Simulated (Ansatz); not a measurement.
Basis-set series for FGaH$_{5}$NSSi (`[NH2][Ga]([SH])[SiH2]F`). The species carries charge 0 and has multiplicity 1. The geometry is a stationary point of PBE0-D4/def2-TZVP. It is one conformer, not always the lowest.

```
functional       basis  functions  energy (Eh)  HOMO (eV)  LUMO (eV)
   PBE0-D4    def2-SVP        121  -2769.00639      -7.10      -0.87
   PBE0-D4  def2-TZVPP        264  -2769.69508      -7.28      -1.10
   ωB97M-V    def2-SVP        121  -2769.47210      -9.29       0.92
   ωB97M-V  def2-TZVPP        264  -2770.16385      -9.50       0.64
```

(1) Give the rows for def2-QZVPP. (An estimate is asked.)

Results:

(1) Ansatz gave: 
```csv
functional,basis,functions,energy (Eh),HOMO (eV),LUMO (eV)
PBE0-D4,def2-QZVPP,493,-2769.77001,-7.32,-1.17
ωB97M-V,def2-QZVPP,493,-2770.23582,-9.55,0.51
```

Positive LUMOs are unbound and depend on the basis. Scalar relativity is left out up to krypton.
